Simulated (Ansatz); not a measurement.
Ag2F2. The state is a triplet with charge 0. Geometry PBE-D4/def2-TZVP; atoms count from 1.

```xyz
4

Ag   -1.0674   -0.9100   -0.4399
Ag    1.0671    0.9099    0.4400
F    -0.7973    1.2565   -0.6656
F     0.7976   -1.2564    0.6655
```

In the def2 sets Ag takes a core potential; there is no spin–orbit coupling. At PBE0-D4/def2-TZVP a singlet of charge 0 lies 3.00 eV below the triplet, each at its own geometry. The structure comes from a short search, and lower isomers may exist.

Q: Estimate the Mulliken populations from the PBE0/def2-TZVP orbitals of Ansatz.

A: 
```csv
atom,charge (e),spin (α − β),d electrons
Ag1,0.53,0.28,9.91
Ag2,0.39,1.22,9.51
F3,-0.46,0.25,–
F4,-0.46,0.25,–
```
Mulliken values depend strongly on the basis.

Q: Where does the spin sit?

A: Summed by element: Ag 1.50, F 0.50, of 2 unpaired in all. Largest on single atoms: Ag2 1.22, Ag1 0.28, F4 0.25.

Q: And the Mayer bond orders between heavy atoms (over 0.3)?

A: Ag1–Ag2 0.40 (2.94 Å); Ag2–F3 0.42 (2.20 Å); Ag2–F4 0.42 (2.19 Å).
